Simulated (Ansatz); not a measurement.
Two spin states of ZrSi, each at its own minimum; 2S+1 = 1, 3, 5, 7 were tried, and our sources give no spin for the ground state. No spin–orbit coupling.

Each state is the lowest solution found for its spin in def2 and cc sets. The singlet is a restricted closed-shell determinant, which can mix singlet states where a π or δ shell is part-filled.

Correlated levels freeze the inner cores; with def2 sets outer-core shells near the valence are correlated too.

Run with Ansatz (a program for electronic structure) with Gaussian orbitals.  In def2 rows elements past Kr take small-core potentials, without spin–orbit coupling.

PBE/def2-TZVPP gives -0.024 eV for the energy of the multiplicity-5 state above the multiplicity-1 state.

Where do these levels fall relative to PBE: PBE0/def2-TZVPP, wB97X-V/def2-TZVPP, CCSD(T)/def2-TZVPP.

PBE0/def2-TZVPP -0.246; wB97X-V/def2-TZVPP -0.067; CCSD(T)/def2-TZVPP 0.244 eV. 1 of 3 lie above PBE; the widest gap is to PBE0/def2-TZVPP.

Doubts at one or more of the structures used: a restricted determinant that unrestricted orbitals would lower (CCSD(T)/def2-TZVPP); T1 above 0.05 (CCSD(T)/def2-TZVPP).
